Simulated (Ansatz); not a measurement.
Li4O2, relaxed as a singlet with RKS r2SCAN-D4/def2-TZVP in Ansatz, starting from the GFN1-xTB geometry. Force threshold 0.02 eV/Å.

The structure comes from a short search, and lower isomers may exist.

Start:

```tsv
atom	x (Å)	y (Å)	z (Å)
Li1	-0.6061	-2.3333	1.7651
Li2	-0.8634	-0.2230	-0.5673
Li3	0.8818	0.2485	0.6044
Li4	0.5712	2.2855	-1.8365
O5	-0.2621	-1.1024	0.8686
O6	0.2786	1.1247	-0.8343
```

```
step  energy (eV)  largest force component (eV/Å)  SCF passes
   1   -4916.1823                           0.970          16
   2   -4916.2589                           0.513          18
   3   -4916.2788                           0.056          18
   4   -4916.2793                           0.003          19
```

Force components are those of the run's own axes.

End:

| atom | x (Å) | y (Å) | z (Å) |
| --- | --- | --- | --- |
| Li1 | -0.604 | -2.389 | 1.848 |
| Li2 | -0.832 | -0.222 | -0.556 |
| Li3 | 0.833 | 0.227 | 0.562 |
| Li4 | 0.602 | 2.381 | -1.859 |
| O5 | -0.284 | -1.127 | 0.879 |
| O6 | 0.285 | 1.130 | -0.874 |

By distances, no bond broke or formed. The bond that changes most is Li1–O5, from 1.56 to 1.62 Å (atoms count from 1).

No frequencies were taken in this run, so the end may be a saddle point.

It took 4.1 s on 4 threads of Arm Neoverse V1 on a shared host.
